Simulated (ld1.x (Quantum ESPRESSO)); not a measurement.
**An all-electron radial function and its pseudo partner (Ag)**

Columns: radius, all-electron u(r) and pseudo u(r) of the 4d shell (level -10.71 eV) of silver in the configuration [Ar] 3d10 4s2 4p6 4d9 5s2 5p0; PBE, scalar-relativistic, TM scheme, ld1.x (Quantum ESPRESSO) 7.5.

| r (bohr) | all-electron | pseudo |
| --- | --- | --- |
| 0.072 | 0.1233 | -0.0020 |
| 0.145 | 0.3660 | -0.0161 |
| 0.217 | 0.4643 | -0.0513 |
| 0.290 | 0.3915 | -0.1139 |
| 0.362 | 0.2117 | -0.2020 |
| 0.435 | -0.0146 | -0.3123 |
| 0.507 | -0.2374 | -0.4325 |
| 0.580 | -0.4383 | -0.5548 |
| 0.652 | -0.6013 | -0.6655 |
| 0.725 | -0.7284 | -0.7600 |
| 0.798 | -0.8190 | -0.8326 |
| 0.870 | -0.8767 | -0.8817 |
| 0.942 | -0.9086 | -0.9099 |
| 1.015 | -0.9198 | -0.9201 |
| 1.088 | -0.9148 | -0.9148 |
| 1.160 | -0.8981 | -0.8981 |
| 1.232 | -0.8729 | -0.8729 |
| 1.305 | -0.8414 | -0.8414 |
| 1.378 | -0.8061 | -0.8061 |
| 1.450 | -0.7690 | -0.7690 |
| 1.522 | -0.7309 | -0.7309 |
| 1.595 | -0.6922 | -0.6922 |
| 1.668 | -0.6538 | -0.6538 |
| 1.740 | -0.6169 | -0.6169 |
| 1.812 | -0.5813 | -0.5813 |
| 1.885 | -0.5465 | -0.5465 |

How many radial nodes do the two functions have?

The all-electron 4d function has n − l − 1 = 1; the pseudo-wave has 0, since the states of the same l below it are removed with the core.

At about which radius was the pseudo-wave matched?

1.15 bohr. The columns agree to 0.0005 from 1.01 bohr on; several derivatives are matched, so the curves merge somewhat inside the radius.

Is the pseudo-wave norm-conserving?

Yes: the TM scheme keeps the norm inside the radius equal to the all-electron one, which fixes the energy derivative of the logarithmic derivative at the level.
